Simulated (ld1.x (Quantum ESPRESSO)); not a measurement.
**Before and after: RRKJ potential for Ni**

| Quantity | Value |
| --- | --- |
| Element | nickel |
| Generator | ld1.x (Quantum ESPRESSO) 7.5 |
| Type | norm-conserving RRKJ (Kleinman–Bylander form) |
| Functional | BLYP |
| Relativity | scalar-relativistic |
| Frozen core | [Ne] |
| Valence charge | 18 |
| Reference configuration | 3s2 3p6 3d8 4s0 4p0 (charge +2) |
| Partial waves | 3s (bound): rc 0.95 bohr; 3p (bound): rc 1.00 bohr; 3d (bound): rc 1.25 bohr |
| Local potential | the d channel |
| Core correction | none |
| rho0 | 0.005 |

Change: wave 3p (bound): rc 1.00 bohr becomes 3p (bound): rc 1.36 bohr.

Cutoffs: the cutoffs (Ry, on a coarse ladder) from which the occupation-weighted sum of valence levels, in a spherical-Bessel basis at the reference potential, stays within 10 and 1 mRy of its value at 400 Ry; they do not see the model core or the augmentation charge, which bear on the density cutoff. Errors are all-electron minus pseudo energies relative to the spin-unpolarised reference configuration.

Problem. What does the change do?

Solution. The potential gets neither clearly harder nor softer (160 Ry and 300 Ry → 160 Ry and 300 Ry); the s channel sets the loose cutoff, while the largest relative change is in p, which becomes softer; of the 7 tests that both files solve, the error grows in 2 and shrinks in 0 by more than 15 % and 0.3 meV (median size 293.2 → 293.3 meV); neither file shows a bound ghost.

| quantity | base | changed |
| --- | --- | --- |
| cutoff, loose | 160 Ry | 160 Ry |
| cutoff, tight | 300 Ry | 300 Ry |
| loose cutoff by channel (10 mRy a level) | s 140 Ry, p 70 Ry, d 140 Ry | s 140 Ry, p 60 Ry, d 140 Ry |
| bound ghosts | none | none |
| error for 3s2 3p6 3d8 4s2 4p0, meV [ΔE -26.90 eV] | -462 | -462 |
| error for 3s2 3p6 3d8 4s1 4p0, meV [ΔE -17.55 eV] | -293 | -293 |
| error for 3s2 3p6 3d7 4s0 4p0, meV [ΔE 37.47 eV] | -28 | -32 |
| error for 3s2 3p6 3d8 4s0 4p2, meV [ΔE -17.30 eV] | -199 | -255 |
| error for 3s2 3p6 3d6 4s0 4p0, meV [ΔE 95.00 eV] | -77 | -102 |
| error for 3s2 3p6 3d7 4s2 4p1, meV [ΔE -16.39 eV] | -748 | -788 |
| error for 3s2 3p6 3d8 4s1.5 4p0, meV [ΔE -23.19 eV] | -392 | -392 |
